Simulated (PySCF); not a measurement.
Correlation energy of Sc⁺ (scandium, charge +1)

[Ar] 4s2, closed-shell 1S (an excited configuration). Calculation: PySCF 2.14, in aug-cc-pVTZ-DK; the spin-free X2C one-electron Hamiltonian (Gaussian nucleus). Frozen: [Ar]; 2 electrons correlated.

With two correlated electrons CCSD is exact within the correlated space (frozen core and kept virtual orbitals).

| level | correlation energy (mhartree) |
| --- | --- |
| CCSD | -34.54 |

Diagnostics: T1 = 0.011, D1 = 0.0161, largest double amplitude 0.114.

Cost of the coupled-cluster step: about 3 core-seconds, for 2 correlated electrons.
